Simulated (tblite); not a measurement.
Compound: C₇H₁₅P.
Numbering: `[CH3:1][C@@H:2]1[CH2:3][C@H:4]([CH3:5])[C@@H:6]([CH3:7])[PH:8]1` (hydrogens: H9, H10, H11 on C1; H12 on C2; H13, H14 on C3; H15 on C4; H16, H17, H18 on C5; H19 on C6; H20, H21, H22 on C7; H23 on P8)

Geometry (GFN2-xTB, Å), atoms numbered from 1 in this order:
```
atom  x, y, z in Å
C1     2.9890    0.3032   -0.2137
C2     1.5807    0.1394    0.3392
C3     0.7239   -0.8596   -0.4338
C4    -0.7050   -0.7123    0.0856
C5    -1.7114   -1.4755   -0.7673
C6    -1.0264    0.7938    0.1431
C7    -1.9812    1.1401    1.2821
P8     0.6019    1.7353    0.3195
H9     3.5263   -0.6431   -0.1655
H10    3.5423    1.0440    0.3602
H11    2.9573    0.6285   -1.2525
H12    1.6452   -0.1787    1.3883
H13    1.0909   -1.8800   -0.3048
H14    0.7524   -0.6187   -1.5002
H15   -0.7381   -1.1077    1.1074
H16   -2.7194   -1.3503   -0.3788
H17   -1.4762   -2.5377   -0.7708
H18   -1.6909   -1.1155   -1.7941
H19   -1.4841    1.1087   -0.8012
H20   -2.9151    0.5891    1.1808
H21   -1.5362    0.8912    2.2444
H22   -2.2076    2.2045    1.2782
H23    0.7766    1.9279   -1.0631
```

Level: GFN2-xTB in tblite, geometry and Hessian alike; calculated harmonic values, unscaled, isolated species. The method is semi-empirical: single wavenumbers can be off by several per cent or more. Modes of hydrogen on phosphorus can be 10 to 20 % off. One conformer, not necessarily the lowest.

Harmonic wavenumbers (cm⁻¹): 47.3, 136.6, 207.1, 208.2, 216.6, 230.2, 246.8, 308.9, 340.4, 396.3, 411.9, 466.0, 509.4, 657.4, 693.3, 822.2, 838.9, 870.8, 912.7, 946.1, 967.7, 988.1, 1017.9, 1037.6, 1062.1, 1095.5, 1104.0, 1121.6, 1145.6, 1168.7, 1185.5, 1215.9, 1255.3, 1256.8, 1272.9, 1316.8, 1334.3, 1343.7, 1409.0, 1410.5, 1415.6, 1485.6, 1495.0, 1495.9, 1496.2, 1498.8, 1502.3, 1504.6, 2205.1, 2893.8, 2913.3, 2923.0, 2954.2, 2970.7, 3009.5, 3011.0, 3016.5, 3016.6, 3025.5, 3028.0, 3028.5, 3029.7, 3037.4.

A = 2328, B = 1405, C = 969.6 MHz; mass 130.091 u (most abundant isotopes); point group C1, symmetry number 1.

What is the zero-point energy?

Half the sum of the wavenumbers: 44567 cm⁻¹ = 533.13 kJ/mol.

What is S at 400 K and 1 bar for an ideal gas of classical rigid rotors and harmonic oscillators?

Translation 175.68, rotation 125.03, vibration 154.22: S = 454.9 J/(mol K).

And Cp and H(400 K) − H(0)?

Cp = 215.09 J/(mol K), of which vibrations give 181.84 (their classical limit is 63 R = 523.8); H(400 K) − H(0) = 47.63 kJ/mol without the zero-point energy, 34.32 from vibrations.

Blend soft modes into free rotors: weight 1/[1 + (100 cm⁻¹/ν̃)⁴] for the oscillator and the rest for a rotor with moment μB/(μ + B), μ = h/(8π²ν), B = 10⁻⁴⁴ kg m². What vibrational entropy results?

147.13 J/(mol K) in place of 154.22, which changes −T·S at 400 K by +2.83 kJ/mol.

How do the functions run with temperature in this model?

```
 T (K)  S (J/(mol K))  Cp (J/(mol K))  H − H(0) (kJ/mol)  G − H(0) (kJ/mol)  ln q(vib)
   150          313.2            96.4               9.10             -37.87       2.12
   250          372.7           140.9              20.94             -72.23       4.46
298.15          399.5           164.4              28.28             -90.82       5.65
   600          558.8           298.7              99.45            -235.85      13.49
   900          697.1           382.1             202.58            -424.79      21.36
```

q(vib) and H(0) count from the zero-point level.

Hindered rotation and anharmonicity are outside this model. Other conformers, if any are populated, would add a mixing term that is left out. The structure is chiral; the term R ln 2 for an equal mix with its mirror image is left out.
